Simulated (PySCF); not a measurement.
2-methyl-[1,2,4]diazaphospholo[1,5-a]pyridine, C7H7N2P.
SMILES with atom numbers: `[CH3:1][c:2]1[n:3][n:4]2[cH:5][cH:6][cH:7][cH:8][c:9]2[p:10]1` (hydrogens: H11, H12, H13 on C1; H14 on C5; H15 on C6; H16 on C7; H17 on C8)

The same species was optimised twice, with GFN2-xTB and with PBE0-D3(BJ)/def2-SVP (PySCF), and the same property calculations (PySCF, gas phase) were run on both structures.

```
   coordinate  GFN2-xTB  PBE0-D3(BJ)/def2-SVP  change
    N3–N4 (Å)     1.318                 1.334  +0.016
    N4–C5 (Å)     1.353                 1.366  +0.013
    C8–C9 (Å)     1.404                 1.416  +0.012
   C2–P10 (Å)     1.764                 1.776  +0.012
    C6–C7 (Å)     1.411                 1.420  +0.009
    C7–C8 (Å)     1.366                 1.372  +0.006
    C1–C2 (Å)     1.489                 1.495  +0.006
    C2–N3 (Å)     1.315                 1.321  +0.006
   C9–P10 (Å)     1.749                 1.754  +0.005
    C5–C6 (Å)     1.360                 1.364  +0.004
    N4–C9 (Å)     1.384                 1.387  +0.003
 N3–N4–C5 (°)     122.3                 120.5    -1.8
 C2–N3–N4 (°)     111.1                 109.9    -1.2
C8–C9–P10 (°)     130.9                 132.0    +1.1
 C1–C2–N3 (°)     119.2                 118.2    -1.0
 C5–N4–C9 (°)     121.7                 122.7    +1.0
 N4–C9–C8 (°)     118.3                 117.3    -1.0
 N3–N4–C9 (°)     116.0                 116.8    +0.8
N3–C2–P10 (°)     116.0                 116.6    +0.6
```

Rotational constants: A = 2857, B = 945.7, C = 713.6 MHz (GFN2-xTB) against A = 2809, B = 937.9, C = 706.2 MHz (PBE0-D3(BJ)/def2-SVP). Atoms that the bonding makes alike are paired by their places after alignment.

On the GFN2-xTB structure: HOMO (eV) -5.98 [PBE0/pcSseg-1]; LUMO (eV) -1.35 [PBE0/pcSseg-1]; dipole (D) 2.31 [PBE0/pcSseg-1]; GIAO shielding of C1 (ppm) 165.3 [PBE0/pcSseg-1]; GIAO shielding of C2 (ppm) -1.7 [PBE0/pcSseg-1]; GIAO shielding of N3 (ppm) -80.9 [PBE0/pcSseg-1]; GIAO shielding of N4 (ppm) -2.3 [PBE0/pcSseg-1]; GIAO shielding of C5 (ppm) 49.4 [PBE0/pcSseg-1]; GIAO shielding of C6 (ppm) 67.6 [PBE0/pcSseg-1]; GIAO shielding of C7 (ppm) 59.7 [PBE0/pcSseg-1]; GIAO shielding of C8 (ppm) 53.8 [PBE0/pcSseg-1].

**Question.** What do these properties become on the PBE0-D3(BJ)/def2-SVP structure?

**Answer.** 
```json
{"property": "HOMO (eV)", "level": "PBE0/pcSseg-1", "on GFN2-xTB": "-5.98", "on PBE0-D3(BJ)/def2-SVP": "-5.99", "change": "-0.01"}
{"property": "LUMO (eV)", "level": "PBE0/pcSseg-1", "on GFN2-xTB": "-1.35", "on PBE0-D3(BJ)/def2-SVP": "-1.40", "change": "-0.05"}
{"property": "dipole (D)", "level": "PBE0/pcSseg-1", "on GFN2-xTB": "2.31", "on PBE0-D3(BJ)/def2-SVP": "2.33", "change": "+0.02"}
{"property": "energy, GFN2-xTB geometry as zero (kcal/mol)", "level": "PBE0/pcSseg-1", "on GFN2-xTB": "0.0", "on PBE0-D3(BJ)/def2-SVP": "-0.7", "change": "-0.7"}
{"property": "GIAO shielding of C1 (ppm)", "level": "PBE0/pcSseg-1", "on GFN2-xTB": "165.3", "on PBE0-D3(BJ)/def2-SVP": "163.4", "change": "-1.9"}
{"property": "GIAO shielding of C2 (ppm)", "level": "PBE0/pcSseg-1", "on GFN2-xTB": "-1.7", "on PBE0-D3(BJ)/def2-SVP": "-4.3", "change": "-2.6"}
{"property": "GIAO shielding of N3 (ppm)", "level": "PBE0/pcSseg-1", "on GFN2-xTB": "-80.9", "on PBE0-D3(BJ)/def2-SVP": "-87.8", "change": "-6.9"}
{"property": "GIAO shielding of N4 (ppm)", "level": "PBE0/pcSseg-1", "on GFN2-xTB": "-2.3", "on PBE0-D3(BJ)/def2-SVP": "-9.3", "change": "-7.0"}
{"property": "GIAO shielding of C5 (ppm)", "level": "PBE0/pcSseg-1", "on GFN2-xTB": "49.4", "on PBE0-D3(BJ)/def2-SVP": "45.6", "change": "-3.8"}
{"property": "GIAO shielding of C6 (ppm)", "level": "PBE0/pcSseg-1", "on GFN2-xTB": "67.6", "on PBE0-D3(BJ)/def2-SVP": "66.2", "change": "-1.4"}
{"property": "GIAO shielding of C7 (ppm)", "level": "PBE0/pcSseg-1", "on GFN2-xTB": "59.7", "on PBE0-D3(BJ)/def2-SVP": "57.3", "change": "-2.4"}
{"property": "GIAO shielding of C8 (ppm)", "level": "PBE0/pcSseg-1", "on GFN2-xTB": "53.8", "on PBE0-D3(BJ)/def2-SVP": "52.0", "change": "-1.8"}
```

The heavy atoms differ by 0.016 Å rms after alignment. Among bonds between heavy atoms N3–N4 changes most (+0.016 Å). Changes are differences of the printed values. Neither structure is proved a minimum here.
